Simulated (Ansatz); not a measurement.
Reaction (silylene formation by 1,1-elimination): `CCO[SiH2]C` → `CCOC` + `[SiH2]`

Gas-phase electronic energies from Ansatz, PBE0-D4/def2-TZVP geometries. CCSD(T)/CBS is the MP2 limit (def2-TZVPP, def2-QZVPP) plus CCSD(T) − MP2 in def2-TZVPP, frozen cores. This one scheme is used for every species. One conformer a species, not always the lowest.

```json
{"species": "`CCO[SiH2]C`", "CCSD(T)/CBS(def2) energy (Eh)": "-484.47512"}
{"species": "`CCOC`", "CCSD(T)/CBS(def2) energy (Eh)": "-194.12862"}
{"species": "`[SiH2]`", "CCSD(T)/CBS(def2) energy (Eh)": "-290.19011"}
```

(1) Work out ΔE.

Largest T1 diagnostic among the species: 0.014.

Results:

(1) ΔE = (-194.12862) + (-290.19011) − (-484.47512) = 0.15639 Eh = +410.6 kJ/mol.

In def2-TZVPP, CCSD(T) changes the Hartree–Fock value by +9.6 kJ/mol (the triples alone add +3.2 kJ/mol) and MP2 by +36.6 kJ/mol. From PBE to PBE0 (25 % exact exchange), in def2-TZVPP and without D4, ΔE moves by +14.2 kJ/mol.
